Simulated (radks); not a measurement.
Task: Radial electron density D(r) = 4 pi r^2 rho(r) of an atom or ion with 22 electrons. Calculated with a radial shooting solver on a logarithmic mesh with Libxc functionals: scalar-relativistic Kohn-Sham, PBEsol, spin-unpolarised, spherical densities, finite nucleus; Fermi nuclear charge, rms radius of each element as measured or else 0.836 A^(1/3) + 0.57 fm.

| r (bohr) | D(r) (e/bohr) |
|---|---|
| 0.007823 | 4.089 |
| 0.01035 | 6.360 |
| 0.01359 | 9.441 |
| 0.01783 | 13.41 |
| 0.02341 | 18.00 |
| 0.03097 | 22.55 |
| 0.04065 | 25.55 |
| 0.05336 | 25.89 |
| 0.0706 | 23.37 |
| 0.09267 | 20.23 |
| 0.1216 | 19.86 |
| 0.1597 | 23.59 |
| 0.2113 | 27.73 |
| 0.2773 | 25.75 |
| 0.364 | 17.23 |
| 0.4816 | 9.341 |
| 0.6321 | 8.369 |
| 0.8297 | 10.29 |
| 1.089 | 9.153 |
| 1.441 | 5.272 |
| 1.891 | 2.300 |
| 2.483 | 1.026 |
| 3.285 | 0.5708 |
| 4.312 | 0.3187 |
| 5.659 | 0.1350 |
| 7.428 | 0.03937 |
| 9.829 | 0.007289 |
| 12.9 | 0.0008737 |

What is the nuclear charge?

Result: Z = 22. The innermost maximum, from 1s, lies near gamma/Z bohr with gamma = sqrt(1 - (Z/c)^2) = 0.987, here 0.0449 bohr (found: 0.0481), and its height grows with Z. The density is that of neutral titanium in [Ar] 3d3.5 4s0.5; the configuration itself is not fixed sharply by these data, and Z only to about a unit. D(r) has 3 maxima, at r = 0.0481, 0.227, 0.885 bohr, and minima at 0.109, 0.570 bohr, inside which lie 2.13, 10.45 electrons.
